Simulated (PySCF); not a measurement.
## Frontier orbitals and the lowest excitations

Compound: C5H9F3N2.
SMILES with atom numbers: `[CH3:1][CH:2]([CH3:3])/[C:4](=[N:5]\[NH2:6])[C:7]([F:8])([F:9])[F:10]` (hydrogens: H11, H12, H13 on C1; H14 on C2; H15, H16, H17 on C3; H18, H19 on N6)

Geometry (PBE0-D3(BJ)/def2-SVP, Å), atoms numbered from 1 in this order:
```
atom  x, y, z in Å
C1    -1.8292    0.4340    0.3126
C2    -0.5534   -0.3803    0.1184
C3    -0.5538   -1.1286   -1.2193
C4     0.7324    0.4028    0.2655
N5     1.8612   -0.0925    0.6126
N6     1.9896   -1.3852    0.8771
C7     0.7727    1.8627   -0.1030
F8     0.2280    2.0579   -1.3207
F9     2.0007    2.3537   -0.1316
F10    0.0605    2.6177    0.7513
H11   -1.9465    1.1919   -0.4748
H12   -1.8396    0.9504    1.2822
H13   -2.7033   -0.2328    0.2679
H14   -0.5443   -1.1357    0.9295
H15   -1.4333   -1.7864   -1.2999
H16    0.3508   -1.7442   -1.3351
H17   -0.5826   -0.4108   -2.0523
H18    1.1659   -1.9337    1.1236
H19    2.8275   -1.6057    1.3992
```

Method used: TDDFT CAM-B3LYP/def2-SVPD, vertical, gas phase, core orbitals frozen in the response (PySCF 2.14.0, density-fitted response routines).

Frontier orbitals with the atoms that hold most of them (Löwdin shares over 4%, at most four atoms; ? is withheld):

```csv
orbital,ε (eV),atoms
HOMO-3,-11.52,"C1 25%, C3 22%, C2 16%, H12 14%"
HOMO-2,-11.20,"C2 22%, C1 16%, C3 14%, H14 13%"
HOMO-1,-9.64,?
HOMO,-8.49,?
LUMO,0.69,"N5 34%, C4 23%, N6 10%, C7 5%"
LUMO+1,1.04,"H18 18%, H14 16%, C2 10%, N6 9%"
LUMO+2,1.70,"C1 17%, H13 10%, H18 9%, H11 8%"
```

**Question.** Which atoms hold the HOMO-1, and with what shares?

**Answer.** N5 (bonded to C and N) 51%; C4 (bonded to 2 C and N) 11%; N6 (bonded to N and 2 H) 11%; C2 (bonded to 3 C and H) 8%. By element: nitrogen 62%, carbon 19% or more.

**Question.** Which atoms hold the HOMO, and with what shares?

**Answer.** N6 (bonded to N and 2 H) 37%; C4 (bonded to 2 C and N) 24%; N5 (bonded to C and N) 19%. By element: nitrogen 56%, carbon 24% or more.

**Question.** How does S1 compare with the orbital gap of 9.18 eV?

**Answer.** S1 is at 5.83 eV (f = 0.0064), 3.34 eV below the gap, made of HOMO-1→LUMO (92%). Its leading pair isn't HOMO and LUMO; the energies of that pair differ by 10.33 eV. Without the coupling terms of the response equations the lowest excitation would equal the gap.

**Question.** Give energy, strength and leading configuration of S1, S2, S3, S5 and S8, and follow the Löwdin shares of the leading atoms from the occupied to the empty orbital.

**Answer.** 
- S1 (5.83 eV, f 0.0064), HOMO-1→LUMO (92%): N5 51% → 34%, C4 11% → 23%
- S2 (6.25 eV, f 0.298), HOMO→LUMO (94%): N6 37% → 10%, C4 24% → 23%, N5 19% → 34%
- S3 (6.35 eV, f 0.015), HOMO→LUMO+1 (87%): N6 37% → 9%, C4 24% → at most 10%, H18 at most 4% → 18%, H14 at most 4% → 16%
- S5 (7.74 eV, f 0.0076), HOMO-1→LUMO+1 (84%): N5 51% → at most 10%, C4 11% → at most 10%, H18 at most 9% → 18%, H14 at most 9% → 16%
- S8 (8.43 eV, f 0.0011), HOMO-2→LUMO (84%): C2 22% → at most 5%, C1 16% → at most 5%, N5 at most 14% → 34%, C4 at most 14% → 23%

One conformer stands for the species.
